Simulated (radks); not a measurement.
Values are calculated unless marked as measured or tabulated.
All-electron atom: Mn2+ in [Ar] 3d5.

Level of theory: non-relativistic Kohn-Sham, SCAN, spin-polarised, spherical densities, point nucleus; open shells are filled with parallel spins first; meta-GGA in the generalised Kohn-Sham scheme (a radial shooting solver on a logarithmic mesh with Libxc functionals).

Energy parts (hartree):
| part | energy |
|---|---|
| total | -1150.26341 |
| kinetic | 1149.39141 |
| electron-nucleus | -2718.66041 |
| Hartree | 470.85100 |
| exchange-correlation | -51.84540 |

Orbitals (lengths in bohr, moments of r in powers of bohr):
| orbital | occ. | eigenvalue (hartree) | <r^4> |
|---|---|---|---|
| 1s down | 1 | -235.7010 | 0.00006620 |
| 1s up | 1 | -235.7001 | 0.00006621 |
| 2s up | 1 | -27.90724 | 0.01546 |
| 2s down | 1 | -27.79354 | 0.01524 |
| 2p up | 3 | -23.94565 | 0.01175 |
| 2p down | 3 | -23.86210 | 0.01154 |
| 3s up | 1 | -3.93968 | 1.165 |
| 3s down | 1 | -3.68310 | 1.207 |
| 3p up | 3 | -2.79041 | 1.609 |
| 3p down | 3 | -2.53676 | 1.689 |
| 3d up | 5 | -0.96788 | 6.004 |

The highest occupied level is 3d up at -26.337 eV. The density falls to 0.001 e/bohr^3 at r = 3.01 bohr. For comparison, the ionisation energy in NIST's Atomic Spectra Database is 33.67 eV (measured). In exact Kohn-Sham theory the highest level is minus the ionisation energy, but local and semilocal functionals leave it too shallow, through self-interaction and a potential that decays too fast; potentials with the right tail come closer. Virial ratio -V/T = 2.00076. The spin density at the nucleus is -1.095 e/bohr^3 (1s 0.005, 2s -2.494, 3s 1.394), a Fermi contact field of -57.4 T. Summed over all electrons, <r^2> = 16.16 bohr^2, which gives a Langevin (diamagnetic) susceptibility term of -12.8 x 10^-6 cm^3/mol. The electron density at the nucleus is 1.056e+04 e/bohr^3. Spin moment in Bohr magnetons: 5.

Empty levels of this run are not shown, since the potential may be unsettled where no density lies.
